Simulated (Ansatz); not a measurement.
Computed with Ansatz on PBE0-D4/def2-TZVP structures; ΔE is electronic, products minus reactants. CCSD(T)/CBS is the MP2 limit (def2-TZVPP, def2-QZVPP) plus CCSD(T) − MP2 in def2-TZVPP, frozen cores. This one scheme is used for every species. DFT in def2-TZVPP. HSE06 is defined as in plane-wave codes. For Ga outer-core shells are correlated without core-valence functions, which leaves a few kJ/mol of doubt a bond. Scalar relativity is left out up to krypton. Each species was taken in one conformer, which may not be the lowest.

Consider the ligand exchange at the Si–C bond: `C[SiH2][CH2][GaH][SiH3]` + `C=CS` → `C=CS[SiH2]C` + `[CH3][GaH][SiH3]`.

| level | ΔE (kcal/mol) | difference from CCSD(T)/CBS |
| --- | --- | --- |
| r2SCAN-D4 | -11.4 | -0.6 |
| r2SCAN0-D4 | -11.5 | -0.7 |
| ωB97X-V | -11.1 | -0.3 |
| PBE-QIDH | -11.7 | -0.9 |
| revPBE | -12.9 | -2.1 |
| HSE06 | -12.2 | -1.4 |
| BHLYP | -12.4 | -1.6 |
| HF/def2-TZVPP | -12.8 | -2.0 |
| MP2/CBS(def2) | -11.6 | -0.8 |
| CCSD/CBS(def2) | -10.8 | 0.0 |
| CCSD(T)/CBS | -10.8 | 0 |

Largest T1 diagnostic among the species: 0.012.

In def2-TZVPP, CCSD(T) changes the Hartree–Fock value by +2.5 kcal/mol (the triples alone add +0.1 kcal/mol) and MP2 by +1.6 kcal/mol. The D4 term adds +1.5 kcal/mol with B3LYP and +0.9 kcal/mol with PBE0; it sums over pairs of atoms, weighted by their polarisabilities, and B3LYP, whose exchange is more repulsive, gets the larger term.

CCSD(T)/CBS has its own doubt, a few kJ/mol and more with outer-core shells, so smaller differences from it don't rank the levels.

B3LYP here is the variant with VWN-RPA as its local correlation; programs differ in this.
